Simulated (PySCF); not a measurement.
Ca⁶⁺ (calcium, charge +6) across methods

[Ne] 3s2 3p2, high-spin 3P determinant. Calculation: PySCF 2.14, in an even-tempered Gaussian basis (20 s from 0.19 bohr⁻², ratio 2.5; 13 p from 0.24 bohr⁻², ratio 2.5; 5 d from 1.9 bohr⁻², ratio 2.7; 5 f from 2.9 bohr⁻², ratio 2.7); scalar relativity by spin-free X2C-1e.

```
 method  E (hartree)  mean ε 3s α (eV)  mean ε 3s β (eV)  mean ε 3p α (eV)  Σ⟨r²⟩ (bohr²)   ⟨S²⟩
 r2SCAN     -668.351           -139.63           -134.25           -118.31          6.310  2.003
    PBE     -668.186           -138.28           -134.04           -117.48          6.299  2.001
    UHF   -667.80237           -151.30           -140.89           -127.00          6.334  2.005
   PW91     -668.392           -138.37           -134.17           -117.59          6.295  2.001
r2SCAN0     -668.351           -142.72           -136.28           -120.68          6.311  2.004
    LDA     -666.508           -138.04           -134.24           -117.29          6.307  2.001
```

Q: Estimate the same row for PBE0.

A: E (hartree) = -668.223; mean ε 3s α (eV) = -141.80; mean ε 3s β (eV) = -136.17; mean ε 3p α (eV) = -120.09; Σ⟨r²⟩ (bohr²) = 6.302; ⟨S²⟩ = 2.002.
